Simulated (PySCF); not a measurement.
Spinor energies of Au⁴⁰⁺ (gold, charge +40)

Start: [Kr] 4d3; 4d3/2 filled at m_j = -1/2, +1/2, +3/2. Calculated with PySCF 2.14 in an uncontracted even-tempered set (16 s from 4.8 bohr⁻², ratio 2.8; 14 p from 6.2 bohr⁻², ratio 2.8; 9 d from 6.2 bohr⁻², ratio 2.8; 3 f from 24 bohr⁻², ratio 3): generalised Hartree-Fock with the X2C-1e Hamiltonian and a Gaussian nucleus; one run each with spin-orbit coupling (SO) switched off, then screened by Boettger's factors.

```json
{"spinor shell": "1s1/2", "electrons": "2", "ε, spin-free (eV)": "-82997.0", "ε, screened SO (eV)": "-82963.7", "weight of nominal j (screened SO)": "1.000", "rms radius, screened SO (bohr)": "0.0190"}
{"spinor shell": "2s1/2", "electrons": "2", "ε, spin-free (eV)": "-16298.4", "ε, screened SO (eV)": "-16286.6", "weight of nominal j (screened SO)": "1.000", "rms radius, screened SO (bohr)": "0.0769"}
{"spinor shell": "2p1/2", "electrons": "2", "ε, spin-free (eV)": "-14350.1", "ε, screened SO (eV)": "-15673.6", "weight of nominal j (screened SO)": "1.000", "rms radius, screened SO (bohr)": "0.0651"}
{"spinor shell": "2p3/2", "electrons": "4", "ε, spin-free (eV)": "-14350.1", "ε, screened SO (eV)": "-13827.3", "weight of nominal j (screened SO)": "1.000", "rms radius, screened SO (bohr)": "0.0731"}
{"spinor shell": "3s1/2", "electrons": "2", "ε, spin-free (eV)": "-5259.6", "ε, screened SO (eV)": "-5254.9", "weight of nominal j (screened SO)": "1.000", "rms radius, screened SO (bohr)": "0.194"}
{"spinor shell": "3p1/2", "electrons": "2", "ε, spin-free (eV)": "-4681.1", "ε, screened SO (eV)": "-4982.8", "weight of nominal j (screened SO)": "1.000", "rms radius, screened SO (bohr)": "0.186"}
{"spinor shell": "3p3/2", "electrons": "4", "ε, spin-free (eV)": "-4681.1", "ε, screened SO (eV)": "-4557.7", "weight of nominal j (screened SO)": "1.000", "rms radius, screened SO (bohr)": "0.201"}
{"spinor shell": "3d3/2", "electrons": "4", "ε, spin-free (eV)": "-4065.7", "ε, screened SO (eV)": "-4120.7", "weight of nominal j (screened SO)": "1.000", "rms radius, screened SO (bohr)": "0.176"}
{"spinor shell": "3d5/2", "electrons": "6", "ε, spin-free (eV)": "-4065.7", "ε, screened SO (eV)": "-4024.1", "weight of nominal j (screened SO)": "1.000", "rms radius, screened SO (bohr)": "0.180"}
{"spinor shell": "4s1/2", "electrons": "2", "ε, spin-free (eV)": "-2336.8", "ε, screened SO (eV)": "-2334.9", "weight of nominal j (screened SO)": "1.000", "rms radius, screened SO (bohr)": "0.406"}
{"spinor shell": "4p1/2", "electrons": "2", "ε, spin-free (eV)": "-2118.9", "ε, screened SO (eV)": "-2221.7", "weight of nominal j (screened SO)": "1.000", "rms radius, screened SO (bohr)": "0.404"}
{"spinor shell": "4p3/2", "electrons": "4", "ε, spin-free (eV)": "-2118.9", "ε, screened SO (eV)": "-2075.6", "weight of nominal j (screened SO)": "1.000", "rms radius, screened SO (bohr)": "0.433"}
{"spinor shell": "4d3/2", "electrons": "3", "ε, spin-free (eV)": "-1896.3", "ε, screened SO (eV)": "-1907.5", "weight of nominal j (screened SO)": "0.997", "rms radius, screened SO (bohr)": "0.414"}
```

| quantity | spin-free | screened SO |
| --- | --- | --- |
| E (hartree) | -17996.43048 | -18027.67095 |
| M_J | 3/2 | 3/2 |
| ⟨J²⟩ | 6.751 | 3.770 |
| ⟨L²⟩ | 12.001 | 7.775 |
| ⟨S²⟩ | 3.750 | 2.152 |

Each row is a mean over spinors that exchange with the open shell spreads, by up to 13.633 eV (4p1/2).

Breit and QED terms are absent; they matter most for the inner s and p1/2 levels.

Densities and radii are taken from the X2C orbitals without a picture-change correction, which distorts them close to the nucleus.

Without spin-orbit coupling the j labels of p, d and f shells carry no meaning; the spin-free column gives the mean over the occupied spinors of each nl shell, and its ⟨J²⟩ belongs to a mixture of degenerate components.
